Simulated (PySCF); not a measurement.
**Assigning NMR signals**

Molfile (atoms numbered from 1):
```
C6H9ClSi
     RDKit          3D

 17 18  0  0  0  0  0  0  0  0999 V2000
    1.8464   -1.1699   -0.7433 C   0  0  0  0  0  0  0  0  0  0  0  0
    1.3807   -0.0371   -0.2850 C   0  0  0  0  0  0  0  0  0  0  0  0
    1.5476    1.1241    0.5884 C   0  0  0  0  0  0  0  0  0  0  0  0
    0.2991    0.9552   -0.2734 C   0  0  2  0  0  0  0  0  0  0  0  0
   -1.0136    0.6454    0.3604 C   0  0  2  0  0  0  0  0  0  0  0  0
   -1.7854    2.1477    0.9532 Cl  0  0  0  0  0  0  0  0  0  0  0  0
   -1.1071   -0.5169    1.3488 C   0  0  0  0  0  0  0  0  0  0  0  0
   -2.1700   -0.7637   -0.1877 Si  0  0  0  0  0  4  0  0  0  0  0  0
    2.8037   -1.5565   -0.4311 H   0  0  0  0  0  0  0  0  0  0  0  0
    1.2964   -1.7612   -1.4579 H   0  0  0  0  0  0  0  0  0  0  0  0
    1.4442    0.9850    1.6555 H   0  0  0  0  0  0  0  0  0  0  0  0
    2.2598    1.8908    0.3191 H   0  0  0  0  0  0  0  0  0  0  0  0
    0.2183    1.6104   -1.1360 H   0  0  0  0  0  0  0  0  0  0  0  0
   -0.1931   -1.0815    1.4787 H   0  0  0  0  0  0  0  0  0  0  0  0
   -1.5746   -0.2915    2.2973 H   0  0  0  0  0  0  0  0  0  0  0  0
   -3.5932   -0.5224   -0.0819 H   0  0  0  0  0  0  0  0  0  0  0  0
   -1.6660   -1.6457   -1.2219 H   0  0  0  0  0  0  0  0  0  0  0  0
  1  2  2  0
  2  3  1  0
  3  4  1  0
  4  5  1  0
  5  6  1  1
  5  7  1  0
  7  8  1  0
  4  2  1  0
  8  5  1  0
  1  9  1  0
  1 10  1  0
  3 11  1  0
  3 12  1  0
  4 13  1  6
  7 14  1  0
  7 15  1  0
  8 16  1  0
  8 17  1  0
M  END
```

Gas phase, no relativistic terms, one conformer. GFN2-xTB structure; shielding tensors at PBE0/pcSseg-1 (GIAO); PySCF 2.14.

Referencing at the same level of theory: ¹³C, ¹H vs TMS.

(1) Assign these signals to the numbered atoms. ¹³C{¹H} NMR (computed): δ 144.6, 111.6, 51.3, 27.6, 11.9, 9.6.

(2) Assign these signals to the numbered atoms. ¹H NMR (300 MHz, computed): δ 5.75 (m, 1H), 5.60 (m, 1H), 2.99 (m, 1H), 2.89 (m, 1H), 2.47 (m, 1H), 1.37 (m, 1H), 1.30 (m, 1H), 1.02 (m, 1H), 0.74 (m, 1H).

Answers

(1) 
```tsv
δ (ppm)	atoms	environment	reason
144.6	C2	fully substituted alkene carbon	an sp2 carbon of a C=C bond
111.6	C1	terminal =CH2 carbon	an sp2 carbon of a C=C bond
51.3	C5	three-membered-ring carbon	deshielded by the electronegative neighbour
27.6	C4	three-membered-ring carbon	–
11.9	C3	three-membered-ring carbon	–
9.6	C7	three-membered-ring carbon	–
```

(2) 
5.75 → H9, hydrogen on a terminal =CH2 carbon: olefinic region
5.60 → H10, hydrogen on a terminal =CH2 carbon
2.99 → H16, hydrogen on a silicon bonded to 2 C, in a 3-membered ring
2.89 → H17, hydrogen on a silicon bonded to 2 C, in a 3-membered ring
2.47 → H13, hydrogen on a three-membered-ring carbon
1.37 → H12, hydrogen on a three-membered-ring carbon: cyclopropane-type protons are shielded by the ring
1.30 → H11, hydrogen on a three-membered-ring carbon
1.02 → H14, hydrogen on a three-membered-ring carbon
0.74 → H15, hydrogen on a three-membered-ring carbon

H16 and H17; H12 and H11 lie closer than the usual error of such a calculation, so a measured spectrum could show them in the other order.

Carbons that carry Cl, above all several Cl atoms, come out too deshielded, partly because spin–orbit coupling is missing. Shifts are as computed. Against solution values, carbons near 30 ppm lie about +3 ppm off and those near 130 ppm about +5 ppm; carbons on Cl a further +6 ppm. Of 1309 compounds with measured shifts, 239 miss one by over three times the rms of a fit or turn the order of signals round; such compounds aren't used in these exercises. No couplings were computed; multiplicities are counted from neighbouring protons, with m where these are inequivalent, close in shift, in a saturated or five-membered ring or joined by F or P, and br s for small geminal =CH2 splittings.
